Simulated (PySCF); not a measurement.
CH₃ClGa, SMILES [CH3][Ga+][Cl], charge +1.

Geometry: ωB97X-D3(BJ)/def2-TZVP. The spin state was assumed, not searched. The isomer is the one that the SMILES or the coordinates give; other isomers of the formula were not compared.

The numbers are results of ωB97X-D3(BJ)/def2-TZVP in PySCF, not measurements.

Frequencies are harmonic and unscaled.

Modes within 1.5 cm⁻¹ of each other (mostly degenerate sets) share a row, with their intensities summed.

Computed vibrational spectrum:
| mode | ν (cm⁻¹) | IR (km/mol) | moving atoms (share of kinetic energy) |
|---|---|---|---|
| 1–2 | 126 | 4.8 | Ga 36 %, C 28 %, Cl 18 %, H 17 % |
| 3 | 477 | 34.4 | Cl 60 %, C 27 %, Ga 8 % |
| 4 | 656 | 15.7 | C 46 %, Ga 34 %, Cl 11 %, H 10 % |
| 5–6 | 811 | 55.8 | H 82 %, C 16 % |
| 7 | 1269 | 3.0 | H 84 %, C 16 % |
| 8–9 | 1435 | 13.7 | H 96 % |
| 10 | 3076 | 16.2 | H 98 % |
| 11–12 | 3183 | 29.3 | H 90 %, C 10 % |
